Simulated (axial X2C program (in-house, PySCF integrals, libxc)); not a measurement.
# FeP along the bond: PBE0, two-component

Calculated with an in-house all-electron X2C program for linear molecules (integrals from PySCF). Two-component (2c) means X2C with spin–orbit coupling and atomic mean-field two-electron Coulomb and Gaunt terms. Basis: Fe dyall-cv3z [9s10p6d3f2g], P dyall-v3z [8s7p2d1f] (cores contracted in-house); Gaussian nuclei, density fitting, unrestricted open shells. Masses: Fe 55.935 u, P 30.974 u.

State: Ω = 5/2 (⟨Sz⟩ = 0.50, ⟨Lz⟩ = 2.00 at PBE0). Dipoles are positive if P is the positive end.

Results along the bond:

| R (Å) | μ (D) | HOMO (eV) | LUMO (eV) |
| --- | --- | --- | --- |
| 2.020 | -2.765 | -5.40 | -2.80 |
| 2.084 | -2.844 | -5.35 | -2.77 |
| 2.149 | -2.902 | -5.29 | -2.74 |
| 2.224 | -2.942 | -5.22 | -2.71 |
| 2.299 | -2.957 | -5.17 | -2.68 |
| 2.396 | -2.945 | -5.13 | -2.64 |

The state is one determinant whose occupation by symmetry is held fixed; it was picked as the lowest of a PBE0 search that is not exhaustive. Density functionals use the spin component along the axis (collinear). PBE0 can misorder states that lie within some tenths of an eV, so this need not be the ground state of the molecule. The nearest other 2c determinant of the search, Ω = 1/2, lies 0.06 eV up at the distance of the search. The functionals have no current-density term, which raises determinants with orbital currents, atoms included. The determinant is spin-polarised beyond a pure state at some levels (its spin-free form has ⟨S²⟩ too high), which makes Re and μ there less reliable.
